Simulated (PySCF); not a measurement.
## Static response to an electric field

Ge(iPr)Cl3, C3H7Cl3Ge.
Geometry (PBE0-D3(BJ)/def2-SVP, Å), atoms numbered from 1 in this order:
```
atom  x, y, z in Å
Ge1    0.2044    0.3331   -1.5911
C2     0.1656    0.3231    0.3584
C3     0.9635   -0.8664    0.8792
C4    -1.2732    0.3589    0.8576
H5     0.6794    1.2630    0.6269
H6     1.9989   -0.8602    0.5074
H7     0.4991   -1.8186    0.5780
H8     0.9961   -0.8457    1.9803
H9    -1.2879    0.4060    1.9586
H10   -1.8195    1.2334    0.4738
H11   -1.8207   -0.5475    0.5540
Cl12   2.2231    0.3369   -2.3230
Cl13  -0.7854    2.0498   -2.4188
Cl14  -0.7628   -1.4097   -2.3981
```

Level: B3LYP/def2-SVPD (PySCF), static field, nuclei fixed, core orbitals frozen in the response. The polarisability tensor in these axes (au):

```
x   108.53  -2.49  -2.19
y    -2.49 105.29  -4.42
z    -2.19  -4.42 112.57
```

Problem. What are the eigenvalues, a third of the trace, and Δα (Δα² = ½Σ(αi − αj)² over the three pairs)?

Solution. Principal values 101.70, 109.88 and 114.81 au; mean 108.80 au = 16.12 Å³ = 17.94 × 10⁻⁴⁰ C²·m²/J; Δα = 11.47 au (11 % of the mean).

Problem. What is the dipole moment, and where does it point?

Solution. (-0.14, -0.08, 3.27) D, 3.28 D in size, pointing from the negative to the positive side. Measured along this direction, the outermost atoms are Cl13, Cl12 and Cl14 at the negative end and H9 and H8 at the positive end.

Problem. Refractivity n − 1 of an ideal gas of it at 350 K and 1 atm, from the electronic α?

Solution. N = p/kT = 2.0968 × 10¹⁹ cm⁻³, so n − 1 = 2π × N × 16.12 × 10⁻²⁴ cm³ = 2124 × 10⁻⁶ at long wavelengths, for an ideal gas.

Problem. In a dilute gas of rigid molecules at 273 K, how does the orientational term μ²/3kT compare with the electronic polarisability?

Solution. In Gaussian units μ²/3kT = 95.04 Å³ against 16.12 Å³, a ratio of 5.89; the Debye molar polarisation (4π/3)N_A(α + μ²/3kT) is 280.4 cm³/mol, leaving out the vibrational part.

Problem. Find the Langevin capture rate constant for H3O+ (19.018 u) meeting this molecule (221.883 u), k = 2.342 × 10⁻⁹ cm³/s × √(α in Å³ / reduced mass in u).

Solution. The reduced mass is 17.52 u, so k = 2.25 × 10⁻⁹ cm³/s. The formula leaves out the permanent dipole, which adds to the capture rate.

Problem. Give the principal axes and the span of the nuclei along them.

Solution. Largest value along (-0.17, -0.38, 0.91), where the nuclei span 4.80 Å; middle along (0.89, -0.46, -0.03), 4.35 Å; least along (0.43, 0.80, 0.41), 4.01 Å. The response follows the extents in order.

Geometry: PBE0-D3(BJ)/def2-SVP; no solvent, vibrations or thermal averaging. The calculation is non-relativistic, for germanium too.

The run behind these numbers computed excited states as well. The run took 2.4 min (grids of density and orbitals included) on AMD EPYC, one thread, shared host with 64 logical CPUs at a one-minute load of 60, and the process peaked at 1.1 GiB of memory.
